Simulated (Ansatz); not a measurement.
`CSB(F)F` + `F[Si](F)(F)[GeH3]` → `FB(F)[Si](F)(F)F` + `C[S][GeH3]`  (redistribution)

Isolated molecules relaxed with PBE0-D4/def2-TZVP in Ansatz; ΔE leaves out vibrations. CCSD(T)/CBS adds triple-zeta CCSD(T) − MP2 to the extrapolated MP2 energy (def2 sets, frozen cores). DFT in def2-TZVPP. B3LYP here is the variant with VWN-RPA as its local correlation; programs differ in this. HSE06 is defined as in plane-wave codes. For Ge outer-core shells are correlated without core-valence functions, which leaves a few kJ/mol of doubt a bond. Scalar relativity is left out up to krypton. One conformer a species, not always the lowest.

(1) Is it downhill or uphill in electronic energy at CCSD(T)/CBS, and by how much? (Best estimate.)

(2) What do these levels give: revPBE-D4, PBE0-D4, B3LYP-D4, r2SCAN0-D4, HSE06-D4, PBE, B3LYP, r2SCANh, MP2/def2-TZVPP, MP2/def2-QZVPP, MP2/CBS(def2), CCSD/CBS(def2)? (Estimate.)

Largest T1 diagnostic among the species: 0.013.

Answers

(1) Ansatz gave: Uphill: ΔE = +14.8 kcal/mol.

(2) Computed: revPBE-D4 15.1, PBE0-D4 15.7, B3LYP-D4 14.8, r2SCAN0-D4 16.3, HSE06-D4 15.7, PBE 16.0, B3LYP 15.0, r2SCANh 16.6, MP2/def2-TZVPP 14.4, MP2/def2-QZVPP 14.6, MP2/CBS(def2) 14.7, CCSD/CBS(def2) 14.6 kcal/mol.

Leaving LDA and LC-ωPBE aside and taking each functional with its dispersion term where it has one, the values, not all of them listed here, spread over 2.0 kcal/mol, from BHLYP-D4 to r2SCAN-D4. LDA lies +2.1 kcal/mol from PBE without D4. In def2-TZVPP, CCSD(T) changes the Hartree–Fock value by +1.8 kcal/mol (the triples alone add +0.2 kcal/mol) and MP2 by +1.7 kcal/mol.
